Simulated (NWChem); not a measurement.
Species: C3H4F2Si; SMILES C(#CC)[SiH](F)F

```xyz
10

C     -3.3196     0.2755     0.5095
C     -1.8764     0.1697     0.3978
C     -0.6529     0.0790     0.2939
Si     1.1455    -0.0527     0.1362
F      1.6867     1.0983    -0.8793
F      1.5276    -1.4868    -0.5331
H     -3.7038    -0.3370     1.3513
H     -3.8163    -0.0745    -0.4191
H     -3.6312     1.3262     0.6848
H      1.8765     0.0762     1.4268
```
Atoms are numbered in this order, from 1.

Computed with NWChem. Pople sets run with spherical d functions. Structure relaxed at the PBE-D3(BJ)/def2-SVP level. Atomic charges in e: unrestrained fits to the electrostatic potential beside Mulliken populations; buried atoms are poorly determined by the fit.

For level B3LYP/def2-SVP:

- Mulliken C1: 0.06
- Mulliken C2: 0.05
- Mulliken C3: -0.41
- ESP Si4: 1.11
- Mulliken Si4: 0.91
- Mulliken F5: -0.33

**Question.** What are these values for level Hartree-Fock/6-31G*?

**Answer.** 
- Mulliken C1 = -0.58
- Mulliken C2 = 0.29
- Mulliken C3 = -0.53
- ESP Si4 = 1.28
- Mulliken Si4 = 1.37
- Mulliken F5 = -0.53
